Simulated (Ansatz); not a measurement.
Cost and result for the atomization energy of Ge3H10Si2, SMILES `[SiH2]1[GeH2][SiH2][GeH2][GeH2]1` (15 atoms, 15 bonds).

Z-matrix (Å, degrees):
```
Si
Ge 1 2.388
Ge 1 2.384 2 103.9
H 1 1.489 2 109.1 3 115.9
H 1 1.488 2 112.8 3 -123.2
Ge 2 2.443 1 105.4 3 -27.2
H 2 1.539 1 112.3 3 -148.9
H 2 1.540 1 110.1 3 90.5
Si 3 2.385 1 102.7 2 41.5
H 3 1.541 1 109.3 2 -74.5
H 3 1.538 1 113.5 2 164.3
H 6 1.540 2 109.5 1 121.8
H 6 1.539 2 111.3 1 -118.7
H 9 1.488 3 113.2 1 -162.5
H 9 1.489 3 108.7 1 76.6
```

Charge 0, multiplicity 1. Correlated methods include outer-core shells of Ge, which these sets cover unevenly. Scalar relativity is left out up to krypton. All single points use the PBE0-D4/def2-TZVP geometry. Program: Ansatz. All runs use 3 threads of an AMD EPYC 7R13 on a shared host and a share of an NVIDIA H100 80 GB. Times are those of one run each, without the atoms' runs, and a repeat can differ threefold. Electronic energies, without spin–orbit coupling; frozen cores. CCSD(T)/CBS adds CCSD(T) − MP2 in def2-TZVPP to the MP2 limit, and its time is that of the two runs behind it. T1 = 0.013. With those shells the extrapolation isn't a true limit. B3LYP takes the VWN-RPA correlation (the form of Gaussian; ORCA's B3LYP/G). HSE06 is the plane-wave form, built on full-range PBE exchange.

CCSD(T)/CBS is a level of theory with its own doubt, some kJ/mol a heavy atom from the limit and from the frozen cores, so smaller differences don't rank the functionals.

```tsv
level	functions	wall time	atomization (kJ/mol)	difference from CCSD(T)/CBS	per bond
LDA (SPW92)/def2-TZVPP	368	1.6 s	4655.5	458.7	30.6
PBE-D4/def2-TZVPP (with forces)	368	1.8 s	4119.3	-77.5	-5.2
CCSD(T)/def2-SVP	182	1.8 s	3883.6	-313.2	-20.9
r2SCANh-D4/def2-TZVPP	368	1.9 s	4178.5	-18.3	-1.2
HSE06-D4/def2-TZVPP	368	1.9 s	4125.6	-71.2	-4.7
CAM-B3LYP-D4/def2-TZVPP	368	1.9 s	4149.4	-47.4	-3.2
r2SCAN-D4/def2-TZVPP (with forces)	368	2 s	4188.9	-7.9	-0.5
B3LYP-D4/def2-TZVPP (with forces)	368	2 s	4134.8	-62.0	-4.1
PBE-QIDH/def2-TZVPP	368	2.1 s	4136.7	-60.1	-4.0
ωB97M-V/def2-TZVPP (with forces)	368	3.2 s	4130.7	-66.1	-4.4
MP2/def2-QZVPP	707	5 s	4097.7	-99.1	-6.6
CCSD(T)/def2-TZVPP	368	9 s	4113.2	-83.6	-5.6
CCSD(T)/CBS(def2)	–	14 s	4196.8	0.0	0.0
```

The D4 term adds +80.8 kJ/mol with B3LYP and +43.1 kJ/mol with PBE0; it sums over pairs of atoms, weighted by their polarisabilities, and B3LYP, whose exchange is more repulsive, gets the larger term. From r2SCAN to r2SCAN0 (25 % exact exchange), in def2-TZVPP and without D4, the atomization energy moves by −26.7 kJ/mol: exact exchange takes away binding that semilocal exchange gives to molecules. At CCSD(T), def2-SVP lies −313.1 kJ/mol from the extrapolated value and def2-TZVPP −83.5 kJ/mol: correlation converges slowly with the basis, and small sets miss more of it in the bonded molecule than in its fragments.
